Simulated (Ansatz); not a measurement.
Reaction (redistribution): `[CH3][Cd][SH]` + `C[CH](C)[Ge][F]` → `[CH3][Cd][CH](C)C` + `[F][Ge][SH]`

Gas-phase electronic energies from Ansatz, PBE0-D4/def2-TZVP geometries. CCSD(T)/CBS is the MP2 limit (def2-TZVPP, def2-QZVPP) plus CCSD(T) − MP2 in def2-TZVPP, frozen cores. Functionals use def2-TZVPP. B3LYP here is the variant with VWN-RPA as its local correlation; programs differ in this. HSE06 is defined as in plane-wave codes. Elements past krypton have def2 core potentials. For Cd, Ge outer-core shells are correlated without core-valence functions, which leaves a few kJ/mol of doubt a bond. Scalar relativity is left out up to krypton. Each species was taken in one conformer, which may not be the lowest.

| level | ΔE (kcal/mol) | difference from CCSD(T)/CBS |
| --- | --- | --- |
| LDA (SPW92) | 0.1 | -4.4 |
| PBE-D4 | 0.1 | -4.4 |
| revPBE-D4 | 0.1 | -4.4 |
| BLYP-D4 | -0.2 | -4.7 |
| B97M-V | 2.5 | -2.0 |
| B3LYP-D4 | 1.9 | -2.6 |
| r2SCANh-D4 | 2.2 | -2.3 |
| HSE06-D4 | 2.6 | -1.9 |
| BHLYP-D4 | 4.9 | 0.4 |
| CAM-B3LYP-D4 | 3.6 | -0.9 |
| ωB97X-V | 4.7 | 0.2 |
| ωB97M-V | 4.0 | -0.5 |
| B2PLYP | 2.0 | -2.5 |
| PBE-QIDH | 3.7 | -0.8 |
| PBE | -0.2 | -4.7 |
| revPBE | -0.4 | -4.9 |
| BLYP | -0.8 | -5.3 |
| r2SCAN | 1.4 | -3.1 |
| PBE0 | 2.5 | -2.0 |
| B3LYP | 1.5 | -3.0 |
| r2SCANh | 2.2 | -2.3 |
| r2SCAN0 | 3.4 | -1.1 |
| HSE06 | 2.4 | -2.1 |
| BHLYP | 4.6 | 0.1 |
| CAM-B3LYP | 3.4 | -1.1 |
| LC-ωPBE | 5.2 | 0.7 |
| RPA@PBE/def2-TZVPP | 1.4 | -3.1 |
| HF/def2-SVP | 10.6 | 6.1 |
| MP2/def2-SVP | 3.0 | -1.5 |
| CCSD/def2-SVP | 4.4 | -0.1 |
| CCSD(T)/def2-SVP | 3.4 | -1.1 |
| HF/def2-TZVPP | 8.9 | 4.4 |
| MP2/def2-TZVPP | 1.8 | -2.7 |
| SCS-MP2/def2-TZVPP | 2.6 | -1.9 |
| CCSD/def2-TZVPP | 4.2 | -0.3 |
| CCSD(T)/def2-TZVPP | 2.9 | -1.6 |
| MP2/def2-QZVPP | 2.7 | -1.8 |
| SCS-MP2/def2-QZVPP | 3.4 | -1.1 |
| MP2/CBS(def2) | 3.4 | -1.1 |
| CCSD/CBS(def2) | 5.7 | 1.2 |
| CCSD(T)/CBS | 4.5 | 0 |

Largest T1 diagnostic among the species: 0.015.

In def2-TZVPP, CCSD(T) changes the Hartree–Fock value by −6.0 kcal/mol (the triples alone add −1.3 kcal/mol) and MP2 by −7.1 kcal/mol. At CCSD(T), def2-SVP lies −1.1 kcal/mol from the extrapolated value and def2-TZVPP −1.6 kcal/mol. From PBE to PBE0 (25 % exact exchange), in def2-TZVPP and without D4, ΔE moves by +2.6 kcal/mol.
